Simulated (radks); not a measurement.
Task: Species: Nd V. Configuration: [Xe] 4f2. Calculated with a radial shooting solver on a logarithmic mesh with Libxc functionals: Dirac Kohn-Sham, BLYP, spin-unpolarised, spherical densities, point nucleus; open shells are shared between the two j in proportion to 2j + 1. Some entries of the table are withheld. Estimate them.

| orbital | occ. | eigenvalue (hartree) | r(max) (bohr) |
|---|---|---|---|
| 1s1/2 | 2 | -1595.620 | 0.01509 |
| 2s1/2 | 2 | -259.5625 | 0.08565 |
| 2p1/2 | 2 | (1) | 0.06508 |
| 2p3/2 | 4 | (2) | 0.07052 |
| 3s1/2 | 2 | -57.85721 | (3) |
| 3p1/2 | 2 | (4) | 0.2309 |
| 3p3/2 | 4 | (5) | 0.2426 |
| 3d3/2 | 4 | (6) | (7) |
| 3d5/2 | 6 | (8) | (9) |
| 4s1/2 | 2 | -13.01664 | 0.5644 |
| 4p1/2 | 2 | -10.77108 | 0.5716 |
| 4p3/2 | 4 | -9.93110 | 0.5963 |
| 4d3/2 | 4 | -6.23310 | 0.6107 |
| 4d5/2 | 6 | -6.08266 | 0.6187 |
| 5s1/2 | 2 | -3.04064 | (10) |
| 5p1/2 | 2 | -2.38664 | 1.384 |
| 5p3/2 | 4 | -2.24775 | 1.446 |
| 4f5/2 | 0.857143 | -1.83103 | 0.6337 |
| 4f7/2 | 1.14286 | -1.81206 | 0.6379 |

Result: 
(1) 2p1/2 eigenvalue (hartree): -245.6571
(2) 2p3/2 eigenvalue (hartree): -226.5409
(3) 3s1/2 r(max) (bohr): 0.2440
(4) 3p1/2 eigenvalue (hartree): -51.92181
(5) 3p3/2 eigenvalue (hartree): -48.10784
(6) 3d3/2 eigenvalue (hartree): -37.76971
(7) 3d3/2 r(max) (bohr): 0.1942
(8) 3d5/2 eigenvalue (hartree): -36.94576
(9) 3d5/2 r(max) (bohr): 0.1975
(10) 5s1/2 r(max) (bohr): 1.282
